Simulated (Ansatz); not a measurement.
H3BiCl2Si (SMILES [SiH3][Bi]([Cl])[Cl]), singlet, geometry from GFN2-xTB (such geometries of metal compounds can be far from the true shape) (core potentials on Bi); PBE0/def2-TZVPPD run with Ansatz (a program for electronic structure).

Here is a job for Ansatz.
Ansatz 0.2 input:
```yaml
crystal:
  periodic: [false, false, false]
  atoms:
    - {symbol: Bi, position_ang: [-0.07780076, 0.08724281, 0.54097217]}
    - {symbol: Cl, position_ang: [-1.27689829, -1.73116890, -0.69178830]}
    - {symbol: Cl, position_ang: [-0.49971603, 1.86898455, -1.16529702]}
    - {symbol: Si, position_ang: [2.08110568, -0.54216591, -0.74158005]}
    - {symbol: H, position_ang: [3.08392761, 0.50697267, -0.59359357]}
    - {symbol: H, position_ang: [1.78742218, -0.72754886, -2.14919411]}
    - {symbol: H, position_ang: [2.65307694, -1.77312097, -0.20533149]}
basis:
  gaussian:
    orbitals: def2-TZVPPD.json
hamiltonian:
  xc: pbe0
```
The basis file holds def2-TZVPPD in the JSON format of the Basis Set Exchange.

Output, abridged:

```
Functional definition: PBE0
1615 factors; their error is unknown
mean field evaluation 1: about -38801.6858 eV, gradient 2.7e1 eV
mean field evaluation 2: about -38798.4087 eV, gradient 4.6e1 eV
mean field evaluation 4: about -38804.0293 eV, gradient 1.9e0 eV
mean field evaluation 8: about -38804.2198 eV, gradient 4.2e-2 eV
mean field evaluation 16: about -38804.2198 eV, gradient 5.8e-5 eV
mean field -38804.21984661 eV, -1426.0287769180 hartree, gradient 5.8e-5 eV, S^2 0.000000; 0 other end points of the search recorded, 0 dependent functions left out
reference -38804.21989800 eV, -1426.0287788065 hartree; 37, 37 occupied and 220, 220 virtual orbitals, 1615 factors
Total energy: -38804.21989800 eV, -1426.0287788065 hartree
```
